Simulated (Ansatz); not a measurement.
CH6BrNOSi (`C[Si](N)(O)Br`), relaxed with RKS PBE0-D4/def2-TZVP in Ansatz from a PBE-D4/def2-SVP geometry. The force threshold is 0.005 eV/Å; the program also tests the step.

Charge 0, multiplicity 1.

Start:

```xyz
11

C    -0.113    1.320    0.738
Si    0.230   -0.334   -0.062
N    -1.027   -0.700   -1.179
O     0.308   -1.630    0.995
Br    2.327   -0.190   -0.974
H    -0.167    2.125   -0.024
H     0.694    1.584    1.450
H    -1.076    1.285    1.286
H    -1.024   -1.608   -1.651
H    -1.371    0.035   -1.801
H     1.219   -1.888    1.222
```

**Question.** How much energy does the relaxation release, and in how many steps? (Best estimate.)

**Answer.** Ansatz gave: 7.11 kJ/mol, in 9 steps.

**Question.** Which bonds change most? (Best estimate.)

**Answer.** Ansatz gave: Si2–O4 from 1.674 to 1.637 Å; Si2–Br5 from 2.292 to 2.263 Å; Si2–N3 from 1.721 to 1.694 Å; C1–Si2 from 1.868 to 1.848 Å.

**Question.** Give the relaxed structure. (An estimate is asked.)

**Answer.** Ansatz gave: 
```xyz
11

C    -0.108    1.305    0.736
Si    0.230   -0.324   -0.068
N    -0.989   -0.688   -1.187
O     0.305   -1.596    0.960
Br    2.299   -0.176   -0.973
H    -0.176    2.101   -0.010
H     0.693    1.565    1.430
H    -1.051    1.260    1.286
H    -1.033   -1.602   -1.607
H    -1.351    0.023   -1.801
H     1.182   -1.870    1.232
```
